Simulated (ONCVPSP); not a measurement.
Varying the ONCV potential for nitrogen

Base potential:

ONCVPSP 4.0.1 input, shortened (lines: element, Z, core and valence counts, functional; n l f; lmax; l rc ep ncon nbas qcut; lloc lpopt rc5 dvloc0; l nproj debl; icmod fcfact rcfact), PBEsol, scalar-relativistic:

```
  N 7.00    1    2  -116133      upf
    1    0    2.00
    2    0    2.00
    2    1    3.00
    1
    0    0.85    0.00    5    9    9.50
    1    1.55    0.00    4    8   10.10
    4    5    0.55    6.00
    0    1    2.20
    1    2    0.50
    3    2.25    1.35
```

All-electron outer shells of the reference configuration (PBEsol, scalar-relativistic, ld1.x):

```
shell  level (eV)  outermost node (bohr)  outermost maximum (bohr)
   1s     -383.09                      –                      0.15
   2s      -18.46                   0.32                      1.02
   2p       -7.04                      –                      0.98
```

Cutoffs, loose and tight: the cutoffs (Ha) at which the residual kinetic energy of the hardest occupied pseudo-wave falls to 1 and 0.1 mHa per electron. They do not see the model core or the augmentation charge, which bear on the density cutoff. Test errors are all-electron minus pseudo excitation energies from the reference, over the configurations 2s2 2p2; 2s2 2p1; 2s2 2p0; 2s2 2p2.5. A dash means not determined; rows that change the core or the reference have their own tests.

```csv
change,outcome,"cutoff, loose","cutoff, tight",bound ghosts,GHOST(+) flags above zero,largest test error (meV)
base,generated,30 Ha,42 Ha,none,none,+471
"local potential polynomial inside 0.70 bohr (lpopt 3, dvloc0 0 Ha)",generated,30 Ha,42 Ha,none,none,+468
```

(1) What comes out with this change to the base: p: qcut 12.9?

(2) What comes out with this change to the base: all radii but the core radius scaled by about 1.33 (s 1.14, p 2.06 bohr); local potential polynomial inside 0.74 bohr (lpopt 5, dvloc0 6 Ha)?

## Answers

(1) outcome: generated; cutoff, loose: 31 Ha; cutoff, tight: 42 Ha; bound ghosts: none; GHOST(+) flags above zero: none; largest test error (meV): +395.

(2) outcome: generated; cutoff, loose: 30 Ha; cutoff, tight: 38 Ha; bound ghosts: none; GHOST(+) flags above zero: none; largest test error (meV): +895.
